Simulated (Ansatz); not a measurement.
Compare A (`O[SiH2][CH2][GeH3]`) with its isomer B (`O[CH]([SiH3])[GeH3]`).

Isolated molecules relaxed with PBE0-D4/def2-TZVP in Ansatz; ΔE leaves out vibrations. CBS: MP2 limit from def2 TZ/QZ plus the TZ coupled-cluster correction, frozen cores. Functionals use def2-TZVPP. B3LYP here is the variant with VWN-RPA as its local correlation; programs differ in this. For Ge outer-core shells are correlated without core-valence functions, which leaves a few kJ/mol of doubt a bond. Scalar relativity is left out up to krypton. One conformer a species, not always the lowest.

A:

Z-matrix (Å, degrees):
```
Si
C 1 1.861
O 1 1.651 2 112.2
H 1 1.483 2 109.7 3 116.4
H 1 1.492 2 109.8 3 -122.9
Ge 2 1.962 1 113.6 3 -46.4
H 2 1.094 1 110.8 3 75.7
H 2 1.095 1 108.7 3 -167.0
H 3 0.957 1 118.2 2 -72.4
H 6 1.537 2 110.0 1 72.4
H 6 1.538 2 110.2 1 -47.9
H 6 1.540 2 110.0 1 -167.9
```

B:

```xyz
12

O    -0.0424    1.7563    0.3443
C     0.4362    0.4533    0.0036
Si   -0.4285   -0.2308   -1.5275
Ge    0.1559   -0.6749    1.5988
H     0.0655    2.3348   -0.4166
H     1.5229    0.4620   -0.1702
H    -1.8629   -0.4997   -1.2485
H     0.2327   -1.4819   -1.9866
H    -0.3425    0.7932   -2.6095
H     0.9091   -0.0687    2.7927
H     0.6990   -2.0853    1.3064
H    -1.3450   -0.7582    1.9131
```

Problem. Which isomer does CCSD(T)/CBS put lower? Give the gap. (Estimate.)

Solution. Computed: A, by 52.4 kcal/mol.

Problem. Give E(B) − E(A) in kcal/mol with B3LYP, B3LYP-D4, CCSD/def2-TZVPP, PBE0-D4, B2PLYP, CCSD(T)/def2-TZVPP, HF/def2-TZVPP. (An estimate is asked.)

Solution. The calculation gave: B3LYP 50.6, B3LYP-D4 50.4, CCSD/def2-TZVPP 52.5, PBE0-D4 50.1, B2PLYP 52.1, CCSD(T)/def2-TZVPP 51.9, HF/def2-TZVPP 54.4. None reverses the order clearly.

Largest T1 diagnostic: 0.012.

From PBE to PBE0 (25 % exact exchange), in def2-TZVPP and without D4, E(B) − E(A) moves by +2.3 kcal/mol.
